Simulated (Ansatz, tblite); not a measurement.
Spin states of the cluster LiAl₃⁺ (the lowest doublet isomer of a short search), each relaxed with r2SCAN-D4/def2-TZVP in Ansatz. Electronic energies in the gas phase.

The xTB rows come from tblite. B3LYP takes the VWN-RPA correlation. Correlated methods freeze 15 core orbitals; core or outer-core shells of Li are correlated, in sets that lack core-valence functions. In CCSD on the charge 1 doublet the largest single amplitude is 0.16, so its Hartree–Fock determinant may place the open shell otherwise than the density functionals do. The structure comes from a short search, and lower isomers may exist.

Doublet geometry (C3v within 0.1 Å):

```xyz
4

Li   -0.282    1.453    1.357
Al   -1.168   -1.103   -0.055
Al    1.337   -0.865    0.216
Al    0.113    0.515   -1.517
```

Quartet geometry (Cs within 0.1 Å):

```xyz
4

Li   -0.691    0.833   -2.982
Al    0.342   -0.012   -0.523
Al    1.447   -0.792    1.568
Al   -1.098   -0.029    1.936
```

⟨S²⟩: doublet 0.80 at PBE0-D4/def2-TZVP (pure 0.75), quartet 3.76 at PBE0-D4/def2-TZVP (pure 3.75).

Run but left out: HF/6-31G (doublet: a determinant that CCSD turns far, T1 0.069); HF/def2-TZVP, HF/def2-TZVPP, MP2/def2-TZVP, MP2/def2-TZVPP (doublet: ⟨S²⟩ 1.24, where a pure state has 0.75).

Only these spin states were relaxed. The quartet has other bonds than the doublet, so the gap mixes isomer and spin.

(1) Estimate which spin state lies lowest at each of these levels, and by how much: GFN1-xTB; GFN2-xTB; PBE-D4/def2-TZVP; revPBE-D4/def2-TZVP; r2SCAN-D4/def2-TZVP; r2SCANh-D4/def2-TZVP; B3LYP-D4/6-31G; PBE0-D4/def2-TZVP; r2SCAN0-D4/def2-TZVP; B2PLYP/def2-TZVP; RPA@PBE/def2-TZVP; CCSD/def2-TZVPP; CCSD(T)/def2-TZVPP.

Answers

(1) 
```tsv
level	quartet − doublet (kJ/mol)	lowest of these	remarks
GFN1-xTB	163.1	doublet	–
GFN2-xTB	4.2	doublet	–
PBE-D4/def2-TZVP	67.8	doublet	–
revPBE-D4/def2-TZVP	61.5	doublet	–
r2SCAN-D4/def2-TZVP	64.5	doublet	spin-contaminated (⟨S²⟩ 0.83) (doublet)
r2SCANh-D4/def2-TZVP	62.3	doublet	spin-contaminated (⟨S²⟩ 0.85) (doublet)
B3LYP-D4/6-31G	42.6	doublet	–
PBE0-D4/def2-TZVP	60.7	doublet	–
r2SCAN0-D4/def2-TZVP	59.2	doublet	spin-contaminated (⟨S²⟩ 0.88) (doublet)
B2PLYP/def2-TZVP	67.3	doublet	spin-contaminated (⟨S²⟩ 0.84) (doublet)
RPA@PBE/def2-TZVP	64.0	doublet	–
CCSD/def2-TZVPP	52.9	doublet	large T1 (0.069) (doublet), spin-contaminated (⟨S²⟩ 1.24) (doublet)
CCSD(T)/def2-TZVPP	66.3	doublet	large T1 (0.069) (doublet), spin-contaminated (⟨S²⟩ 1.24) (doublet)
```

Change of the quartet − doublet gap on mixing in exact exchange, in kJ/mol: PBE to PBE0 (25 % exact exchange) -7.1; r2SCAN to r2SCANh (10 % exact exchange) -2.2; r2SCAN to r2SCAN0 (25 % exact exchange) -5.3. The xTB methods have no spin-polarisation term.
